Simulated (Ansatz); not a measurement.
Geometry optimisation, RKS PBE0-D4/def2-SVP in Ansatz.

input.yaml

```yaml
crystal:
  periodic: [false, false, false]
  atoms:
    - { symbol: B, position_ang: [-0.044942, -0.242337, 0.08661] }
    - { symbol: O, position_ang: [-0.049968, -0.425252, 1.451101] }
    - { symbol: H, position_ang: [-0.951397, -0.447554, 1.794016] }
    - { symbol: Cl, position_ang: [1.480299, -0.302597, -0.76591] }
    - { symbol: F, position_ang: [-1.177329, -0.104591, -0.580889] }
    - { symbol: Cl, position_ang: [0.35359, 2.678518, 0.925148] }
    - { symbol: H, position_ang: [0.660346, 1.651013, 1.714425] }
basis:
  gaussian: { orbitals: def2-SVP }
hamiltonian:
  xc: pbe0
  dispersion: d4
relax:
  f_tol: 0.03
  max_steps: 50
```

Launched with:

```bash
$ ansatz run input.yaml --threads 2 --pin off --max-ram 3072MiB --backend cpu --events-out ev --progress --plain --runs-dir out
```

Task: Where does it end, and by what steps?

Result: The forces met the threshold. The force dipped under the threshold on the way, but the program's further checks kept it going. After 23 steps the energy has fallen by 0.082 eV; F5 moved furthest, 1.03 Å.

| step | energy less start (eV) | largest force component (eV/Å) | accepted |
| --- | --- | --- | --- |
| 0 | 0.0000 | 1.009 | yes |
| 1 | -0.0356 | 0.807 | yes |
| 2 | -0.0429 | 0.944 | yes |
| 3 | -0.0517 | 0.764 | yes |
| 4 | -0.0660 | 0.203 | yes |
| 5 | -0.0730 | 0.127 | yes |
| 6 | -0.0749 | 0.119 | yes |
| 7 | -0.0718 | 0.410 | no |
| 8 | -0.0767 | 0.027 | yes |
| 9 | -0.0773 | 0.157 | yes |
| 10 | -0.0780 | 0.091 | yes |
| 11 | -0.0787 | 0.039 | yes |
| 12 | -0.0793 | 0.027 | yes |
| 13 | -0.0775 | 0.318 | no |
| 14 | -0.0798 | 0.100 | yes |
| 15 | -0.0801 | 0.102 | yes |
| 16 | -0.0804 | 0.079 | yes |
| 17 | -0.0807 | 0.140 | yes |
| 18 | -0.0811 | 0.072 | yes |
| 19 | -0.0814 | 0.038 | yes |
| 20 | -0.0817 | 0.064 | yes |
| 21 | -0.0817 | 0.128 | yes |
| 22 | -0.0820 | 0.085 | yes |
| 23 | -0.0821 | 0.024 | yes |

```xyz
7
Properties=species:S:1:pos:R:3
B -0.112 -0.469 -0.033
O -0.206 0.000 1.230
H -1.056 -0.184 1.649
Cl 1.351 -0.197 -0.943
F -1.117 -1.130 -0.582
Cl 0.834 3.027 1.672
H 0.577 1.759 1.632
```

The run took 59 s on 2 threads of Intel(R) Xeon(R) Platinum 8259CL CPU @ 2.50GHz (Skylake/Cascade Lake), on a shared host, peak memory 0.2 GiB.
